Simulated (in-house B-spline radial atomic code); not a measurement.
Inner levels of sulfur as electrons are removed. A shift is the extra binding of the orbital against the neutral atom ([Ne] 3s2 3p4). Computed with a radial B-spline atomic code at the basis-set limit: non-relativistic Hartree-Fock, average of the configuration, point nuclei.

| ion | configuration | shift of 1s (eV) | radius of 1s (bohr) | Σ<r²> (bohr²) | change of density at nucleus (bohr⁻³) |
| --- | --- | --- | --- | --- | --- |
| S10+ | [He] 2s2 2p2 | 387.5 | 0.096556 | 0.81296 | 41.385 |
| S11+ | [He] 2s2 2p1 | ? | ? | ? | ? |
| S12+ | [He] 2s2 | ? | ? | ? | ? |
| S13+ | [He] 2s1 | 631.88 | 0.096119 | 0.21801 | -41.376 |
| S14+ | 1s2 | 711.74 | 0.096004 | 0.024653 | -169.04 |
| S15+ | 1s1 | 979.32 | 0.09375 | 0.011719 | -1365.71 |

Problem. Fill in the row of S11+.

Solution. shift of 1s (eV): 468.93; radius of 1s (bohr): 0.09636; Σ<r²> (bohr²): 0.60826; change of density at nucleus (bohr⁻³): 57.772.

Problem. Fill in the row of S12+.

Solution. shift of 1s (eV): 554.66; radius of 1s (bohr): 0.096143; Σ<r²> (bohr²): 0.42717; change of density at nucleus (bohr⁻³): 75.292.
